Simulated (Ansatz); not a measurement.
C$_{2}$H$_{8}$AlFSi (`C[CH2][Al]([F])[SiH3]`). Charge 0, multiplicity 1. Geometry: relaxed with PBE0-D4/def2-TZVP. It is one conformer, not always the lowest.

```xyz
13

C    -1.148    0.637   -1.310
C     0.290    1.099   -1.078
Al    1.214    0.197    0.385
F     2.780    0.635    0.707
Si    0.238   -1.533    1.829
H    -1.772    0.789   -0.425
H    -1.198   -0.429   -1.551
H    -1.624    1.176   -2.134
H     0.321    2.178   -0.879
H     0.890    0.968   -1.988
H    -0.635   -2.455    1.047
H     1.267   -2.354    2.525
H    -0.624   -0.906    2.873
```

Q: What is the dipole moment at PBE/def2-TZVPP? (Estimate.)

A: Computed: 1.73 D, with components (-1.36, 0.25, -1.03) D in this frame, pointing from negative to positive charge.

Q: And with r2SCAN, B3LYP, ωB97M-V? (Estimate.)

A: Computed: r2SCAN 1.71 D, B3LYP 1.73 D, ωB97M-V 1.70 D.

Q: Give the Mulliken charges with PBE, ωB97M-V, r2SCAN in def2-TZVPP. (An estimate is asked.)

A: The calculation gave: 
```tsv
atom	PBE	ωB97M-V	r2SCAN
C1	-0.25	-0.33	-0.13
C2	-0.26	-0.35	-0.25
Al3	0.57	0.64	0.69
F4	-0.31	-0.34	-0.36
Si5	-0.04	-0.08	0.01
H6	0.08	0.10	0.04
H7	0.08	0.11	0.04
H8	0.08	0.11	0.04
H9	0.08	0.10	0.05
H10	0.08	0.10	0.05
H11	-0.04	-0.02	-0.06
H12	-0.03	-0.01	-0.06
H13	-0.04	-0.02	-0.06
```

B3LYP here is the variant with VWN-RPA as its local correlation; programs differ in this.
